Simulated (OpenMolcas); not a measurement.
Ru5+ (d3) among equal point charges was computed by CASSCF with the d shell active (OpenMolcas, ANO-RCC-VTZP on the metal). Its lowest spin-free states, and all those of the highest spin:

| 2S+1 | Degeneracy | E (cm-1) |
| --- | --- | --- |
| 4 | 1 | 0.0 |
| 4 | 1 | 1509 |
| 4 | 2 | 2559 |
| 4 | 2 | 3670 |
| 4 | 1 | 4247 |
| 4 | 1 | 15389 |
| 2 | 2 | 17533 |
| 2 | 1 | 17772 |
| 2 | 2 | 17904 |
| 2 | 1 | 18219 |
| 2 | 1 | 18886 |
| 4 | 2 | 19331 |

Is the site octahedral, tetrahedral or cube-like, axial, or of lower symmetry?

The states with 2S+1 = 4 have orbital degeneracies 1, 1, 2, 2, 1, 1, 2. There are pairs but no triples, so the site is axial: not cubic, but with a proper or improper axis of order three or more. The run had Ru5+ among 6 point charges of -0.85 e arranged as a trigonal antiprism (D3d), 2.1 Å from the ion, with a polar angle of 63.5° against the regular 54.74°.

Spin-orbit coupling mixes the spin-free states strongly: the lowest level takes only 58 % from its leading state, 4A2. Without dynamic correlation the repulsion within the d shell is too large (B by tens of per cent), so at a given field states of lower spin stand too high. The ground term spreads over less than 5000 cm-1, several times less than with real ligands, so orbital moments are less quenched and χT lies further from the spin-only value than at real sites. Point charges carry no covalency, so the field is a model and not that of real ligands. No measured value stands beside these numbers.
